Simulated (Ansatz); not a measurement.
Harmonic frequencies (cm⁻¹) at PBE0-D4/def2-TZVP from Ansatz: 164, 281, 334, 344, 372, 638, 823, 1120, 1190.

(1) Which molecule is it?
A. `FC(F)(Br)Br`
B. `FC(F)Cl`
C. `FC(Cl)(I)I`
D. `BrC(Br)I`

Answers

(1) A.
